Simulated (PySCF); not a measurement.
AgI, SMILES [Ag][I], multiplicity 1.

The structure is a stationary point at PBE0-D3(BJ)/def2-TZVP. The spin state was assumed, not searched. The def2 effective core potentials stand for the cores of Ag, I; spin–orbit coupling is left out.

Two levels are set side by side: TDA-PBE/def2-TZVPD (PySCF) and TDA-PBE0/def2-TZVPD (PySCF). Vertical, same geometry. The lowest singlet is HOMO→LUMO 100 % with PBE and HOMO→LUMO 99 % with the other functional; states are paired by order. Differences are taken from unrounded values.

```
quantity                               TDA-PBE0  TDA-PBE  TDA-PBE minus TDA-PBE0
-------------------------------------  --------  -------  ----------------------
lowest singlet excitation (eV)             2.58     2.06                   -0.51
lowest triplet excitation (TDA) (eV)       2.30     1.78                   -0.52
first bright state (f over 0.05) (eV)      3.83     3.58                   -0.25
its oscillator strength                    0.15     0.13                   -0.02
```

A lower first singlet is the usual sign of a functional without exact exchange. Differences between two approximate levels are no errors against the true value.

Rough cost on one machine, each run with all the roots and properties that it gave: TDA-PBE0 against TDA-PBE within a factor of 2.
